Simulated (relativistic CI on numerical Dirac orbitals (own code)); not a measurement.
Level scheme of Cs LIII

These numbers are calculated, not measured: Dirac-Coulomb-Breit CI, separate exchange-only KLI orbitals for each configuration, model QED, unscaled Slater integrals (own radial code, finite nucleus).

CI space (outside the closed core 1s2): 2s, 2p, 3s, 3p, 3d, 4s, 4p, 4d, 4f, 5s, 5p, 5d, 5f, 5g. Levels of other configurations are missing.

The lowest level is 2s 2S_1/2, with 100 % of that term; Hund's rules for 2s give 2S with J = 1/2, in agreement.

| No. | Configuration | Term | J | E (eV) | % | Next component (%) | Lifetime (s) | jj configuration (%) |
| --- | --- | --- | --- | --- | --- | --- | --- | --- |
| 1 | 2s | 2S | 1/2 | 0.00 | 100 |  |  | 2s (100) |
| 2 | 2p | 2P° | 1/2 | 123.15 | 100 |  | 1.82e-10 | 2p1/2 (100) |
| 3 | 2p | 2P° | 3/2 | 526.65 | 100 |  | 2.15e-12 | 2p3/2 (100) |
| 4 | 3s | 2S | 1/2 | 5742.86 | 100 |  | 1.35e-14 | 3s (100) |
| 5 | 3p | 2P° | 1/2 | 5776.75 | 100 |  | 5.07e-15 | 3p1/2 (100) |
| 6 | 3p | 2P° | 3/2 | 5896.68 | 100 |  | 6.03e-15 | 3p3/2 (100) |
| 7 | 3d | 2D | 3/2 | 5907.19 | 100 |  | 1.84e-15 | 3d3/2 (100) |
| 8 | 3d | 2D | 5/2 | 5943.48 | 100 |  | 1.95e-15 | 3d5/2 (100) |
| 9 | 4s | 2S | 1/2 | 7722.09 | 100 |  | 1.98e-14 | 4s (100) |
| 10 | 4p | 2P° | 1/2 | 7735.95 | 100 |  | 8.67e-15 | 4p1/2 (100) |
| 11 | 4p | 2P° | 3/2 | 7786.36 | 100 |  | 1.00e-14 | 4p3/2 (100) |
| 12 | 4d | 2D | 3/2 | 7790.77 | 100 |  | 4.25e-15 | 4d3/2 (100) |
| 13 | 4d | 2D | 5/2 | 7806.12 | 100 |  | 4.53e-15 | 4d5/2 (100) |
| 14 | 4f | 2F° | 5/2 | 7806.34 | 100 |  | 8.92e-15 | 4f5/2 (100) |
| 15 | 4f | 2F° | 7/2 | 7813.89 | 100 |  | 9.08e-15 | 4f7/2 (100) |
| 16 | 5s | 2S | 1/2 | 8628.02 | 100 |  | 3.11e-14 | 5s (100) |
| 17 | 5p | 2P° | 1/2 | 8634.99 | 100 |  | 1.47e-14 | 5p1/2 (100) |
| 18 | 5p | 2P° | 3/2 | 8660.70 | 100 |  | 1.68e-14 | 5p3/2 (100) |
| 19 | 5d | 2D | 3/2 | 8662.95 | 100 |  | 8.13e-15 | 5d3/2 (100) |
| 20 | 5d | 2D | 5/2 | 8670.81 | 100 |  | 8.70e-15 | 5d5/2 (100) |
| 21 | 5f | 2F° | 5/2 | 8670.94 | 100 |  | 1.71e-14 | 5f5/2 (100) |
| 22 | 5g | 2G | 7/2 | 8674.80 | 100 |  | 2.93e-14 | 5g7/2 (100) |
| 23 | 5f | 2F° | 7/2 | 8674.81 | 100 |  | 1.75e-14 | 5f7/2 (100) |
| 24 | 5g | 2G | 9/2 | 8677.11 | 100 |  | 2.96e-14 | 5g9/2 (100) |

Energies count from the lowest computed level; ° marks odd parity; lifetimes are radiative, by E1, M1, E2, M2 decay to levels of this space only. Filled j subshells are mostly left out of the jj labels.

The mean weight of the leading LS term, summed over parents, in these 24 levels is 100 %, and that of the leading jj configuration (from the same eigenvectors) 100 %.

At this charge energies of transitions that change n are usually good to better than 1 %, and those within a shell (Δn = 0) to a few per cent.
